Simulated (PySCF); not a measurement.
Species: aluminum trifluoride, AlF3.
Cartesian coordinates in Å at the PBE0-D3(BJ)/def2-TZVP level; atoms count from 1:
```
atom  x, y, z in Å
F1    -0.9158   -1.3445   -0.0139
Al2    0.0107   -0.0054   -0.0082
F3     1.6341   -0.1417   -0.0106
F4    -0.6878    1.4666    0.0002
```

Jobs on this species (4 atoms, 40 electrons) with PySCF (density fitting). Hardware of each: AMD EPYC 9R45, one thread, no GPU, on a shared host. Other jobs ran on the host; a repeat could differ by tens of per cent or more. Peak memory is the resident size of the whole Python process, interpreter and libraries included.

```tsv
level and settings	work	basis functions	SCF cycles	wall time	peak memory
PBE0-D3(BJ)/def2-TZVP, grid level 2	geometry optimisation from a GFN2-xTB start shaken at random	130	?	?	?
CAM-B3LYP/aug-cc-pVTZ	10 singlets by full TDDFT, 4 Tamm–Dancoff triplets, polarisability	188	?	?	?
PBE0/pcSseg-2	shieldings, charges and field gradients	151	11	3.6 s	0.59 GiB
PBE0/aug-cc-pVTZ	10 singlets by full TDDFT, 4 Tamm–Dancoff triplets, polarisability, dynamic polarisability	188	11	5.7 s	0.65 GiB
wB97X-D/aug-cc-pVTZ	10 singlets by full TDDFT, 4 Tamm–Dancoff triplets, polarisability, ΔSCF ions	188	12	28 s	0.70 GiB
```

**Question.** Fill in the missing figures.

**Answer.** 
- PBE0-D3(BJ)/def2-TZVP, grid level 2; geometry optimisation from a GFN2-xTB start shaken at random: 19 s, 0.49 GiB, 56 SCF cycles
- CAM-B3LYP/aug-cc-pVTZ; 10 singlets by full TDDFT, 4 Tamm–Dancoff triplets, polarisability: 6.0 s, 0.70 GiB, 12 SCF cycles

**Question.** What do all jobs in the table cost together?

**Answer.** About 62 s; the longest takes about 45 % of that, and about 7.8 times as long as the shortest.
